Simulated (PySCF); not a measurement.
## Assigning NMR signals

Geometry (Å), atoms numbered from 1 in this order:
```xyz
15

C    -1.592    0.514    1.739
C    -1.399    0.434    0.436
C    -0.243    1.054   -0.285
C     0.586   -0.010   -0.971
Si    1.575   -1.198    0.111
C     0.595   -0.226   -2.242
O     0.683   -0.474   -3.379
H    -0.916    1.060    2.377
H    -2.434    0.050    2.223
H    -2.087   -0.120   -0.190
H    -0.617    1.759   -1.033
H     0.384    1.600    0.423
H     0.656   -2.044    0.877
H     2.364   -0.372    1.030
H     2.440   -2.018   -0.733
```

No relativistic terms, no solvent model, equivalent nuclei averaged, single conformer. σ from GIAO-PBE0/pcSseg-1; geometry: GFN2-xTB; PySCF 2.14.

Chemical shifts δ = σref − σ; $^{13}$C and $^{1}$H vs TMS, all at this level.

**Question.** Assign these signals to the numbered atoms. $^{13}$C{$^{1}$H} NMR (computed): δ 183.4, 147.2, 121.8, 33.5, 4.4.

**Answer.** 
183.4 → C6, central carbon of a ketene
147.2 → C2, alkene CH: an sp2 carbon of a C=C bond
121.8 → C1, terminal =CH2 carbon: an sp2 carbon of a C=C bond
33.5 → C3, allylic sp3 CH2: a saturated carbon with 2 carbon neighbours and no heteroatom attached
4.4 → C4, terminal carbon of a ketene

**Question.** Assign these signals to the numbered atoms. $^{1}$H NMR (300 MHz, computed): δ 5.95 (m, 1H), 5.36 (m, 1H), 5.33 (m, 1H), 4.36 (s, 3H), 2.83 (d, 2H).

**Answer.** 
| δ (ppm) | atoms | environment | reason |
| --- | --- | --- | --- |
| 5.95 | H10 | hydrogen on an alkene CH | olefinic region |
| 5.36 | H8 | hydrogen on a terminal =CH2 carbon | olefinic region |
| 5.33 | H9 | hydrogen on a terminal =CH2 carbon | – |
| 4.36 | H13/H14/H15 | hydrogen on a silicon bonded to C | – |
| 2.83 | H11/H12 | hydrogen on an allylic sp3 CH2 | allylic position |

H8 and H9 lie closer than the usual error of such a calculation, so a measured spectrum could show them in the other order.

Shifts are as computed. Against solution values, carbons near 30 ppm lie about +3 ppm off and those near 130 ppm about +5 ppm. Of 1309 compounds with measured shifts, 239 miss one by over three times the rms of a fit or turn the order of signals round; such compounds aren't used in these exercises. Multiplicities follow the n + 1 count of equivalent neighbours, as no J values were calculated; m marks all less simple cases, F and P coupling included.
